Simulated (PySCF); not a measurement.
**Ionisation energy of Ta(62+) by level of theory**

Ta(62+) [Ne] 3s1 (2S) → Ta(63+) [Ne] (1S), as a difference of total energies. All numbers are calculated (PySCF 2.14, scalar relativity by spin-free X2C-1e, in an even-tempered Gaussian basis (17 s from 17 bohr⁻², ratio 2.5; 12 p from 23 bohr⁻², ratio 2.5; 4 d from 82 bohr⁻², ratio 2.7; 4 f from 120 bohr⁻², ratio 2.7)). Correlated levels: outer shells: 1s2 frozen; virtual orbitals above 40 to 60 times the deepest correlated orbital energy dropped. The calculations carry no spin-orbit coupling.

```tsv
method	ionisation energy (eV)
UHF	6904.0
LDA	6907.6
PBE	6913.0
PBE0	6910.9
r2SCAN	6902.8
PBEsol	6909.1
B2PLYP	6908.9
MP2 (outer shells)	6904.8
SCS-MP2 (outer shells)	6904.7
```

Breit and QED terms and the two-electron picture change are absent.

For comparison: 6900 ± 15 eV (theoretical estimate listed by NIST; NIST Atomic Spectra Database, ionization energies).
